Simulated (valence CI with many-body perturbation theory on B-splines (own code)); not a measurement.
# Pr27+: key properties

Level of theory: configuration interaction combined with many-body perturbation theory (CI+MBPT): four valence electrons over a frozen Dirac-Fock core [Ar] 3d10, radial functions for each j: 11 s, 11 p, 10 d, 8 f, 5 g, 2 h, with the one-electron correlation potential Σ1 (screened to all orders), the two-electron term Σ2, the three-electron term Σ3, Breit, model QED; selected single and double excitations, second order for the rest, scaled by the run's own slope (own B-spline code, finite nucleus).

No measured spectrum was set against this ion. As an estimate, large intervals hold to a few tenths of a per cent, small ones and those within an open d or f shell to about a per cent. Among the levels kept, up to 510 cm⁻¹ of a level comes from second order outside the variational space, and about a tenth of that is noise between levels of different J, which matters for small intervals.

Levels are named by their leading jj configuration (3d3/2^4 stands for four electrons in 3d with j = 3/2), which in mixed levels can hold well under half, so a name can repeat and another be missing.

Rates and lifetimes use the calculated energies. Strong lines usually hold to 10 to 20 %, long lifetimes can be off by a factor of two.

Task: What is the ground level?

Result: (4s^2 4p1/2^2) J=0, composition 74 % 4s2 4p2 3P + 25 % 4s2 4p2 1S.

Task: Where does the other parity begin?

Result: At (4s 4p1/2^2 4p3/2) J=2, 681800 cm⁻¹.

Task: How well does LS coupling describe the low levels?

Result: Among the lowest 20 levels the leading LS term, summed over configurations, holds 65 % on average. For single configurations the figures are 61 % in LS and 86 % in jj coupling. Terms mix most in the J = 1 level at 1026300 cm⁻¹, where the leading one holds 40 %.

Task: What is the ionisation energy?

Result: 987.09 eV; NIST lists 985 ± 4 eV (theoretical).

Task: Among levels below 2748900 cm⁻¹, which E1 lines absorb most strongly from the ground level?

Result: to (4s^2 4p1/2 4d3/2) J=1 at 8.827 nm, f = 1.47; to (4s 4p1/2^2 4p3/2) J=1 at 13.07 nm, f = 0.430; to (4s 4p1/2 4p3/2^2) J=1 at 9.744 nm, f = 0.185.
